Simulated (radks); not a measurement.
Values are calculated unless marked as measured or tabulated.
Ionisation of the indium ion In2+, [Kr] 4d10 5s1, to [Kr] 4d10 as the strength of local exchange is varied. Code: a radial shooting solver on a logarithmic mesh with Libxc functionals. Model: Dirac Kohn-Sham, Slater X-alpha exchange (alpha = 2/3 is LDA exchange), no correlation, spin-unpolarised, spherical densities, finite nucleus; Fermi nuclear charge, rms radius 4.6156 fm.

| alpha | E(In2+) (hartree) | exchange (hartree) | IE (eV) | -e of the level emptied (eV) | <r> of it (bohr) |
|---|---|---|---|---|---|
| 0.586 | -5854.29966 | -131.04879 | 26.692 | 22.081 (5s1/2) | 2.381 |
| 0.602 | -5857.87886 | -134.70750 | 26.854 | 22.241 (5s1/2) | 2.374 |
| 0.61 | -5859.66926 | -136.53846 | 26.936 | 22.321 (5s1/2) | 2.371 |
| 0.667 | -5872.44136 | -149.61490 | 27.517 | 22.897 (5s1/2) | 2.346 |
| 0.75 | -5891.08789 | -168.75281 | 28.372 | 23.746 (5s1/2) | 2.312 |
| 0.784 | -5898.74284 | -176.62552 | 28.725 | 24.098 (5s1/2) | 2.298 |
| 1.021 | -5952.37028 | -232.03621 | 31.226 | 26.602 (5s1/2) | 2.207 |

NIST Atomic Spectra Database: 28.044 eV (measured). The Delta-SCF value meets it near alpha = 0.72. Spin polarisation and multiplet splitting are left out, so open shells lie too high by an amount that depends on their filling.

Beside tabulated values, note that spin-unpolarised runs miss the spin-polarisation part of the exchange energy of open shells.
